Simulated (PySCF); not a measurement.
**C₆ coefficients of unlike pairs at CAM-B3LYP**

Calculated with PySCF 2.14 from the dipole response of each species, C₆(A,B) = (3/π) ∫ α_A(iu) α_B(iu) du, in atomic units, from isotropic polarisabilities. For ions this is the dispersion term alone; charge-induced terms of lower order in 1/R come first.

```tsv
species	configuration	basis	relativity	α (bohr³)	C₆ (like pair)
Zr⁺	[Kr] 4d2 5s1 (4F)	x2c-TZVPPall with one added diffuse shell each of s, p, d, f type (9s7p7d3f1g)	spin-free X2C	59.35	502.9
O³⁺	[He] 2s2 2p1 (2P)	dyall-acv3z (15s9p4d2f)	none	1.356	1.262
N⁺	[He] 2s2 2p2 (3P)	aug-cc-pwCVDZ (5s4p2d)	none	3.824	8.296
```

**Question.** Estimate C₆ for N⁺ with Zr⁺.

**Answer.** The integral gives 55.67. The combination rule 2 C_A C_B / (C_A α_B/α_A + C_B α_A/α_B) gives 51.77 and the geometric mean 64.59.

No spin-orbit coupling is included.

The other pairs:

| pair | C₆ |
| --- | --- |
| N⁺, O³⁺ | 3.214 |
| O³⁺, Zr⁺ | 20.76 |
